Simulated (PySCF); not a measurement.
**Structure elucidation problem**

An unknown has the formula C6H6F2. Its calculated NMR data are:

1H NMR (300 MHz, computed): δ 6.08 (m, 1H), 5.85 (m, 1H), 5.68 (m, 1H), 5.59 (m, 1H), 2.81 (m, 1H), 2.74 (m, 1H).

13C{1H} NMR (computed): δ 171.0 (C, dd, J = 334.2, 10.6 Hz), 135.0 (CH, d, J = 18.2 Hz), 132.8 (CH, dd, J = 8.4, 7.4 Hz), 108.2 (CH, dd, J = 21.6, 14.2 Hz), 86.4 (CH, dd, J = 222.6, 9.6 Hz), 31.1 (CH2, d, J = 24.2 Hz).

Calculated, not measured (PySCF 2.14): shieldings: GIAO B3LYP/pcSseg-1, B3LYP/pcJ-1 coupling constants (spin–dipole term only in couplings to heteroatoms), PBE0-D3(BJ)/def2-SVP geometry. A single conformation, in vacuum, non-relativistic.

Scale: 1H (31.38 ppm) and 13C (179.24 ppm) vs TMS (reference shieldings calculated alike).

Q: Which candidate is it?
A. C=C(F)/C=C\C=C/F
B. FC1=C[C@@H](F)C=CC1
C. FC1(F)C=C[C@@H]2C[C@@H]21

A: B. 

- Rings plus π bonds: 3 (1 ring in the answer).
- 6 carbon signals for 6 carbons: no two carbons are equivalent.
- Carbon types of the structure: 1 × C, 4 × CH, 1 × CH2, which accounts for all hydrogens.
- δC 171.0: fully substituted alkene carbon.
- δC 135.0, 132.8, 108.2: alkene CH; an sp2 carbon of a C=C bond.
- δC 86.4: allylic sp3 CH bonded to F; deshielded by the electronegative neighbour.
- δC 31.1: allylic sp3 CH2; saturated and bonded to C and H only.
- δH 5.68: hydrogen on an allylic sp3 CH bonded to F; its carbon carries F, hence the downfield position.

The others: FC1(F)C=C[C@@H]2C[C@@H]21 has carbons computed at 153.1, 135.8, 135.5, 26.4, 24.1, 23.9; C=C(F)/C=C\C=C/F has carbons computed at 175.8, 160.2, 129.1, 125.2, 116.0, 101.7.

C–F couplings over four or more bonds (about 3 Hz to the para carbon of a fluoroarene) are left out. Common functionals overestimate the size of one-bond C–F couplings by tens of Hz; these are unscaled. Splittings below 1 Hz are ignored in the labels, and close J values are merged. Unscaled 3J(H,H) at this level run about 10 % above measured values. Shifts are as computed. Against solution values, carbons near 30 ppm lie about +2 ppm off and those near 130 ppm about +6 ppm. Of 1211 compounds with measured shifts, 218 miss one by over three times the rms of a fit or turn the order of signals round; such compounds aren't used in these exercises.
